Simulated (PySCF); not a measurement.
C3H8Si.
SMILES: `[SiH3]C1CC1`

The closed-shell ground state was solved at several levels (PySCF, density fitting, gas phase, non-relativistic). Isolated species at its PBE0-D3(BJ)/def2-SVP geometry, gas phase.

```json
{"level": "PBE0/pcSseg-1", "basis functions": "115", "HOMO (eV)": "-8.35", "LUMO (eV)": "1.02", "gap (eV)": "9.37", "dipole (D)": "0.91"}
{"level": "B3LYP/def2-SVPD", "basis functions": "148", "HOMO (eV)": "-8.12", "LUMO (eV)": "0.39", "gap (eV)": "8.51", "dipole (D)": "0.92"}
```

Question: What might wB97X-D/pcSseg-2 (263 basis functions) give for the same quantities?

Answer: HOMO -10.17 eV, LUMO 2.22 eV, gap 12.39 eV, dipole 0.93 D.

Question: Over all these levels, which gives the widest orbital gap and which the narrowest?

Answer: wB97X-D/pcSseg-2 (range-separated hybrid) has the widest, 12.39 eV, and B3LYP/def2-SVPD (global hybrid, 20 % exact exchange) the narrowest, 8.51 eV. Functional and basis both differ between the two, so the spread mixes both effects.

Question: How far do the dipole and the HOMO energy spread over the levels?

Answer: The dipole runs from 0.91 to 0.93 D (mean 0.92 D) and the HOMO from -10.17 to -8.12 eV.
